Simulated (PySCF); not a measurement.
F2H2O2Ti, SMILES [OH][Ti]([OH])([F])[F], multiplicity 1.

Coordinates come from a B3LYP-D3(BJ)/def2-SVP optimisation. The spin state was assumed, not searched. The structure was generated by enumeration; whether it is a known compound was not checked. The values are those of a single conformer.

All values below come from PySCF with PBE/def2-TZVP.

Gas-phase values at a fixed geometry.

```json
{
 "total_energy": "-1200.68424 hartree",
 "highest_occupied_level": "-8.21 eV",
 "lowest_empty_level": "-3.00 eV",
 "orbital_gap": "5.22 eV",
 "dipole_moment": "3.16 D",
 "quadrupole, principal values (traceless, Buckingham form, about the centre of nuclear charge)": "-8.77, 1.36, 7.40 D·Å",
 "mean_static_polarisability": "41.0 bohr³ (6.08 Å³)",
 "polarisability_principal_values": "36.0, 41.3, 45.8 bohr³"
}
```
